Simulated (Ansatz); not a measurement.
Consider the ligand exchange at the Si–C bond: `[SiH3][SiH2][CH2][InH2]` + `BN` → `BN[SiH2][SiH3]` + `[CH3][InH2]`.

Program: Ansatz. Geometries: PBE0-D4/def2-TZVP. ΔE: electronic, gas phase. CCSD(T)/CBS adds triple-zeta CCSD(T) − MP2 to the extrapolated MP2 energy (def2 sets, frozen cores). This one scheme is used for every species. def2 core potentials past Kr. For In outer-core shells are correlated without core-valence functions, which leaves a few kJ/mol of doubt a bond. Each species was taken in one conformer, which may not be the lowest.

```json
{"species": "`[SiH3][SiH2][CH2][InH2]`", "CCSD(T)/CBS(def2) energy (Eh)": "-811.40716"}
{"species": "`BN`", "CCSD(T)/CBS(def2) energy (Eh)": "-81.93499"}
{"species": "`BN[SiH2][SiH3]`", "CCSD(T)/CBS(def2) energy (Eh)": "-662.50812"}
{"species": "`[CH3][InH2]`", "CCSD(T)/CBS(def2) energy (Eh)": "-230.83861"}
```

(1) Work out ΔE.

Largest T1 diagnostic among the species: 0.014.

## Answers

(1) ΔE = (-662.50812) + (-230.83861) − (-811.40716) − (-81.93499) = -0.00458 Eh = -12.0 kJ/mol.

The D4 term adds +8.5 kJ/mol with B3LYP and +4.6 kJ/mol with PBE0; it sums over pairs of atoms, weighted by their polarisabilities, and B3LYP, whose exchange is more repulsive, gets the larger term. At CCSD(T), def2-SVP lies −4.9 kJ/mol from the extrapolated value and def2-TZVPP −6.0 kJ/mol. Leaving LDA and LC-ωPBE aside and taking each functional with its dispersion term where it has one, the values, not all of them listed here, spread over 15.7 kJ/mol, from B2PLYP to PBE-D4. LDA lies +12.4 kJ/mol from PBE without D4.

B3LYP here is the variant with VWN-RPA as its local correlation; programs differ in this.
